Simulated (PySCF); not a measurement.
Working out the ionisation energy of As²⁺

As²⁺ [Ar] 3d10 4s2 4p1 (2P) → As³⁺ [Ar] 3d10 4s2 (1S). Computed with PySCF 2.14 in x2c-SVPall (5s4p3d, 32 functions), with the spin-free X2C one-electron Hamiltonian (Gaussian nucleus). Frozen: [Ar] 3d10. Energies in hartree (1 hartree = 27.21139 eV):

```
            part  As²⁺ (lower)  As³⁺ (upper)
             UHF  -2257.614565  -2256.604885
CCSD correlation     -0.049626     -0.040378
             (T)     -0.000450      0.000000
```

Question: What does Hartree-Fock give?

Answer: (-2256.604885) − (-2257.614565) = 1.009680 hartree = 27.475 eV.

Question: What do CCSD and CCSD(T) give?

Answer: The CCSD correlation energies differ by 0.009248 hartree = 0.252 eV and the triples by 0.000450 hartree = 0.012 eV, so CCSD gives 27.727 eV and CCSD(T) 27.739 eV.

Reference: 28.349 ± 0.012 eV (measured; NIST Atomic Spectra Database, ionization energies), between the lowest levels; spin-orbit coupling is absent from the calculation.

A double-zeta basis recovers only part of the correlation energy.

What remains against the reference includes basis incompleteness, the frozen core and higher excitations.
